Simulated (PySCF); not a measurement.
PySCF input (M06-L/def2-TZVPD):

```python
from pyscf import gto, scf, dft

mol = gto.M(
    atom='''
    Sb   -0.15246409   -0.12031107    0.27598965
    F    -0.42184238    1.47488843   -0.75930278
    F     1.28580557   -0.79312570   -0.80463857
    ''',
    basis='def2-tzvpd',
    ecp='def2-tzvp',
    charge=0,
    spin=1,
    verbose=4,
)

mf = dft.UKS(mol, xc='m06l').density_fit(auxbasis='def2-universal-jkfit')
mf.grids.level = 4
mf.conv_tol = 1e-9
mf.max_cycle = 100
mf.max_memory = 1500
mf.kernel()
if not mf.converged:
    mf = mf.newton()
    mf.kernel(mf.make_rdm1())
for _ in range(2):
    mo, _, stable, _ = mf.stability(return_status=True)
    if stable:
        break
    mf.kernel(mf.make_rdm1(mo, mf.mo_occ))
mf.analyze()
```

End of the output:

```
Extra cycle  E= -440.211250811486  delta_E= 5.34e-12  |g|= 6.08e-06  |ddm|= 9.44e-06
converged SCF energy = -440.211250811486  <S^2> = 0.75269619  2S+1 = 2.0026944
uhf_internal: lowest eigs of H = [0.69732288 0.77729238 0.7852535 ]
<class 'pyscf.df.df_jk.DFUKS'> wavefunction is stable in the internal stability analysis
**** SCF Summaries ****
Total Energy =                        -440.211250811485797
Nuclear Repulsion Energy =             129.158840396416366
One-electron Energy =                 -956.691521055936050
Two-electron Energy =                  387.321429848033858
Two-electron Coulomb Energy =          427.876280413194991
DFT Exchange-Correlation Energy =      -40.554850565161139
HOMO-LUMO gap [eV] =                     1.274080970269679
**** MO energy ****
                             alpha | beta                alpha | beta
MO #1   energy= -24.4742565579976  | -24.4721735850557  occ= 1 | 1
MO #2   energy= -24.4742347390112  | -24.4721506330743  occ= 1 | 1
MO #3   energy= -5.68155719811607  | -5.68023119961024  occ= 1 | 1
MO #4   energy= -3.9251867104273   | -3.92419688141393  occ= 1 | 1
MO #5   energy= -3.92219118297933  | -3.92119268712611  occ= 1 | 1
MO #6   energy= -3.91849344789414  | -3.9158373066617   occ= 1 | 1
MO #7   energy= -1.31432709349282  | -1.31358738989457  occ= 1 | 1
MO #8   energy= -1.30560352197921  | -1.30381953626179  occ= 1 | 1
MO #9   energy= -1.30251875442363  | -1.29733386033323  occ= 1 | 1
MO #10  energy= -1.30201329956658  | -1.29709519280592  occ= 1 | 1
MO #11  energy= -1.29996007837447  | -1.29506378942188  occ= 1 | 1
MO #12  energy= -1.13278877212223  | -1.12819420047403  occ= 1 | 1
MO #13  energy= -1.11485729412202  | -1.11094790252267  occ= 1 | 1
MO #14  energy= -0.541145251508052 | -0.52363518245885  occ= 1 | 1
MO #15  energy= -0.41262740462146  | -0.41002784645821  occ= 1 | 1
MO #16  energy= -0.383370362343009 | -0.379002758177376 occ= 1 | 1
MO #17  energy= -0.381741851118065 | -0.3702568930903   occ= 1 | 1
MO #18  energy= -0.361654380439791 | -0.35296739772607  occ= 1 | 1
MO #19  energy= -0.352553057078254 | -0.350231638134407 occ= 1 | 1
MO #20  energy= -0.33694078567295  | -0.325884778359065 occ= 1 | 1
MO #21  energy= -0.188769260758452 | -0.141947648315291 occ= 1 | 0
MO #22  energy= -0.0811781930421191 | -0.0738312483722332 occ= 0 | 0
MO #23  energy= -0.0590872276715715 | -0.048302833973878 occ= 0 | 0
MO #24  energy= 0.0194880048089452 | 0.0254561035033269 occ= 0 | 0
MO #25  energy= 0.0702850006495165 | 0.0713599656354318 occ= 0 | 0
MO #26  energy= 0.0731571223392491 | 0.0782673273211052 occ= 0 | 0
MO #27  energy= 0.0860931815810481 | 0.0976787362038735 occ= 0 | 0
MO #28  energy= 0.0922846762869231 | 0.0980058979010574 occ= 0 | 0
MO #29  energy= 0.0980591992667276 | 0.104886271477518  occ= 0 | 0
MO #30  energy= 0.104327188468898  | 0.110353492908701  occ= 0 | 0
MO #31  energy= 0.109415860232344  | 0.115403143827548  occ= 0 | 0
MO #32  energy= 0.110630975982446  | 0.116986141797187  occ= 0 | 0
MO #33  energy= 0.151520510696393  | 0.154249292590519  occ= 0 | 0
MO #34  energy= 0.167369979068664  | 0.168207420370484  occ= 0 | 0
MO #35  energy= 0.167851575423679  | 0.17290204684531   occ= 0 | 0
MO #36  energy= 0.201513238642687  | 0.202990226204903  occ= 0 | 0
MO #37  energy= 0.224677955893375  | 0.214941772523706  occ= 0 | 0
MO #38  energy= 0.226164546960461  | 0.220446057035615  occ= 0 | 0
MO #39  energy= 0.278410505216777  | 0.292888885289318  occ= 0 | 0
MO #40  energy= 0.280691489870472  | 0.314462661672942  occ= 0 | 0
MO #41  energy= 0.286566825154538  | 0.320482474920464  occ= 0 | 0
MO #42  energy= 0.300240188079724  | 0.321081985734786  occ= 0 | 0
MO #43  energy= 0.312513009847172  | 0.347085094886982  occ= 0 | 0
MO #44  energy= 0.349364391641558  | 0.352932877200642  occ= 0 | 0
MO #45  energy= 0.397558571701875  | 0.405834925876614  occ= 0 | 0
MO #46  energy= 0.423148597316579  | 0.426576456408656  occ= 0 | 0
MO #47  energy= 0.427511261234956  | 0.428663768894365  occ= 0 | 0
MO #48  energy= 0.483520672073247  | 0.485606133686282  occ= 0 | 0
MO #49  energy= 0.522035974138984  | 0.520183020579303  occ= 0 | 0
MO #50  energy= 0.59271006424089   | 0.588959878466916  occ= 0 | 0
MO #51  energy= 0.600073888445799  | 0.613083622943355  occ= 0 | 0
MO #52  energy= 0.608870156642348  | 0.614875700267656  occ= 0 | 0
MO #53  energy= 0.622508769063864  | 0.621359856314528  occ= 0 | 0
MO #54  energy= 0.649284802941473  | 0.649977422589987  occ= 0 | 0
MO #55  energy= 0.669405756277609  | 0.669356253946466  occ= 0 | 0
MO #56  energy= 0.672716357610289  | 0.669846903502629  occ= 0 | 0
MO #57  energy= 0.688106813219094  | 0.701498314138836  occ= 0 | 0
MO #58  energy= 0.715027564250488  | 0.717815881010071  occ= 0 | 0
MO #59  energy= 0.722713159337326  | 0.72350446652492   occ= 0 | 0
MO #60  energy= 0.800090107301042  | 0.814258213443942  occ= 0 | 0
MO #61  energy= 0.813285196710581  | 0.826127157953775  occ= 0 | 0
MO #62  energy= 0.81367828966109   | 0.827860869181555  occ= 0 | 0
MO #63  energy= 0.822917186061559  | 0.834034560725332  occ= 0 | 0
MO #64  energy= 0.85209879893057   | 0.869244950315181  occ= 0 | 0
MO #65  energy= 0.963425069018133  | 0.972946195959665  occ= 0 | 0
MO #66  energy= 0.994319235786946  | 1.0038065555716    occ= 0 | 0
MO #67  energy= 1.07776672255801   | 1.09091736397008   occ= 0 | 0
MO #68  energy= 1.08506073538491   | 1.09163571788305   occ= 0 | 0
MO #69  energy= 1.09244225327626   | 1.09420097701075   occ= 0 | 0
MO #70  energy= 1.09594851074146   | 1.09814208236677   occ= 0 | 0
MO #71  energy= 1.11985085045146   | 1.11895767837652   occ= 0 | 0
MO #72  energy= 1.12174134534267   | 1.13101327748166   occ= 0 | 0
MO #73  energy= 1.17633027963049   | 1.18249580168242   occ= 0 | 0
MO #74  energy= 1.19461407633646   | 1.20456800253599   occ= 0 | 0
MO #75  energy= 1.27467477998757   | 1.29747123954547   occ= 0 | 0
MO #76  energy= 1.27520691649935   | 1.3023109948823    occ= 0 | 0
MO #77  energy= 1.30058743664007   | 1.30250029019642   occ= 0 | 0
MO #78  energy= 1.4251829890625    | 1.43693243425502   occ= 0 | 0
MO #79  energy= 1.57050095796777   | 1.57269955465121   occ= 0 | 0
MO #80  energy= 2.23962178090559   | 2.24244437351599   occ= 0 | 0
MO #81  energy= 2.25215940385951   | 2.25310269022961   occ= 0 | 0
MO #82  energy= 2.27393334989237   | 2.27687164929409   occ= 0 | 0
MO #83  energy= 2.28797971358199   | 2.29143868055304   occ= 0 | 0
MO #84  energy= 2.29056209641771   | 2.29416876890586   occ= 0 | 0
MO #85  energy= 2.29846147844679   | 2.30134043223312   occ= 0 | 0
MO #86  energy= 2.31418798626149   | 2.3148761001318    occ= 0 | 0
MO #87  energy= 2.31447270690398   | 2.31684559054061   occ= 0 | 0
MO #88  energy= 2.35468350885441   | 2.3593834731046    occ= 0 | 0
MO #89  energy= 2.41738510742454   | 2.4252718407522    occ= 0 | 0
MO #90  energy= 2.45318172531223   | 2.46153694150977   occ= 0 | 0
MO #91  energy= 2.45977022522152   | 2.47267931648204   occ= 0 | 0
MO #92  energy= 2.5233049602652    | 2.52652144002501   occ= 0 | 0
MO #93  energy= 2.54491542106103   | 2.55319622740811   occ= 0 | 0
MO #94  energy= 2.63026957214965   | 2.63078772904261   occ= 0 | 0
MO #95  energy= 2.65163789480753   | 2.65236098169576   occ= 0 | 0
MO #96  energy= 2.77298519482231   | 2.77565005229372   occ= 0 | 0
MO #97  energy= 3.42540550610246   | 3.42816031894148   occ= 0 | 0
MO #98  energy= 3.42718454553424   | 3.43404895019994   occ= 0 | 0
MO #99  energy= 3.42974531551185   | 3.43893783407964   occ= 0 | 0
MO #100 energy= 3.51114830485892   | 3.51165266952462   occ= 0 | 0
MO #101 energy= 3.63680319448557   | 3.64070194921355   occ= 0 | 0
MO #102 energy= 3.84978826269031   | 3.85285099647329   occ= 0 | 0
MO #103 energy= 3.88313433393258   | 3.88998882217591   occ= 0 | 0
MO #104 energy= 4.23061738947765   | 4.23448867303938   occ= 0 | 0
[...]
```

It need not be the lowest isomer of its formula.
